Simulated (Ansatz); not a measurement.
A nudged elastic band was laid between two geometries of BCl₂H₆NSi (11 atoms, charge 0, multiplicity 1).

Computed with Ansatz, RKS B3LYP-D4/6-31G*.

```yaml
movable_images: 5
climbing_image: yes
spring: 5.0 eV/Å²
optimiser: quadratic models (default)
start_path: through a guess of the saddle point
force_threshold: 0.03 eV/Å
iteration_limit: 60
end_points: relaxed
```

Image 0:

```xyz
11
Properties=species:S:1:pos:R:3
B 0.037 -0.155 0.280
H 0.130 0.527 1.261
Cl 1.544 -0.043 -0.802
Cl -1.559 0.131 -0.624
N -0.022 -1.720 0.763
H 0.131 -2.302 -0.067
Si 1.150 -2.111 2.125
H 1.209 -3.589 2.220
H 2.457 -1.527 1.787
H 0.535 -1.525 3.333
H -0.986 -1.901 1.061
```

Image 6:

```xyz
11
Properties=species:S:1:pos:R:3
B 0.437 -0.653 -0.363
H -1.997 0.081 2.456
Cl 1.672 0.598 -0.089
Cl -0.733 -0.435 -1.682
N 0.400 -1.789 0.452
H -0.330 -2.460 0.232
Si 1.475 -2.202 1.799
H 1.001 -3.524 2.280
H 2.881 -2.302 1.342
H 1.374 -1.200 2.886
H -1.554 -0.329 2.024
```

Q: What changes between the two ends?

A: Bonds broken: B1–H2, N5–H11. Bonds formed: H2–H11. BCl2H6NSi becomes BCl2H4NSi + H2.

Q: Give the energies along the band, and the barrier.

A: It converged. The highest image is number 3 of 0 to 6, 1.94 eV above the first end and 2.05 eV above the last; the last end lies 0.10 eV below the first. A structure lower than the first end lies on the path between it and the top, so the climb from that side starts below the end, which may itself be a saddle point or a shallow side well. Neighbouring images differ by up to 1.9 eV, so the band resolves the path poorly. A vibrational analysis at the climbing image gives one clearly imaginary mode, 1502i cm⁻¹: a first-order saddle point. The orbitals stay closed-shell, which can raise the energy where a bond breaks towards radicals; this wasn't checked here.

| image | path coordinate (Å) | energy (eV) | B1–H2 (Å) | N5–H11 (Å) | H2–H11 (Å) |
| --- | --- | --- | --- | --- | --- |
| 0 | 0.00 | 0.00 | 1.20 | 1.03 | 2.68 |
| 1 | 1.44 | -0.01 | 1.20 | 1.02 | 2.61 |
| 2 | 2.88 | 0.05 | 1.19 | 1.02 | 2.32 |
| 3 | 4.32 | 1.94 | 1.38 | 1.40 | 1.00 |
| 4 | 5.27 | 0.22 | 2.33 | 2.22 | 0.74 |
| 5 | 6.22 | -0.09 | 3.15 | 2.90 | 0.74 |
| 6 | 7.17 | -0.10 | 3.80 | 2.90 | 0.74 |

Q: What is the geometry of the highest image?

A: 
```xyz
11
Properties=species:S:1:pos:R:3:forces:R:3
B -0.052 -0.317 0.194 0.00 0.00 0.00
H -0.985 0.282 1.010 0.00 0.00 0.00
Cl 1.437 0.702 0.397 0.00 0.00 0.00
Cl -0.836 -0.370 -1.440 0.00 0.00 0.00
N 0.014 -1.696 0.905 0.00 0.00 0.00
H -0.540 -2.403 0.427 0.00 0.00 0.00
Si 1.348 -2.301 1.909 0.00 0.00 0.00
H 0.907 -3.639 2.378 0.00 0.00 0.00
H 2.619 -2.434 1.159 0.00 0.00 0.00
H 1.527 -1.390 3.063 0.00 0.00 0.00
H -0.814 -0.648 1.334 0.00 0.00 0.00
```

Run time: 3.5 min on 2 threads of Intel(R) Xeon(R) 6975P-C (Granite Rapids) (shared host), peak memory 0.25 GiB.
